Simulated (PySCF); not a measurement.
**Ir³⁷⁺: ionisation energy**

Ir³⁷⁺ [Kr] 4d4 [4d3/2^4, M_J = 0] → Ir³⁸⁺ [Kr] 4d3 [4d3/2^3, M_J = 3/2], as a difference of total energies. All numbers are calculated (PySCF 2.14, the two-component X2C-1e Hamiltonian, in an even-tempered Gaussian basis (17 s from 4.1 bohr⁻², ratio 2.8; 14 p from 5.4 bohr⁻², ratio 2.8; 9 d from 5.4 bohr⁻², ratio 2.8; 3 f from 21 bohr⁻², ratio 3)). Correlated levels: [Ar] 3d10 frozen; the 92 highest virtual spinors dropped. "Screened" scales the spin-orbit matrix elements by Boettger's factors to mimic the two-electron term; Breit and QED terms are absent.

| method | ionisation energy (eV) |
| --- | --- |
| GHF (spin-free) | 1674.5 |
| GMP2 (spin-free) | 1674.6 |
| GHF (screened spin-orbit) | 1684.1 |
| GMP2 (screened spin-orbit) | 1684.7 |

Breit and QED terms and the two-electron picture change are absent.

The spin-free rows relax to the high-spin LS determinant and lack the spin-orbit shift.

The labels give the starting determinants; with spin-orbit coupling the two ends relaxed to ⟨J²⟩ = 0.00, ⟨L²⟩ = 2.50, ⟨S²⟩ = 2.50 and ⟨J²⟩ = 3.78, ⟨L²⟩ = 7.84, ⟨S²⟩ = 2.16.

For comparison: 1684 ± 4 eV (theoretical estimate listed by NIST; NIST Atomic Spectra Database, ionization energies).
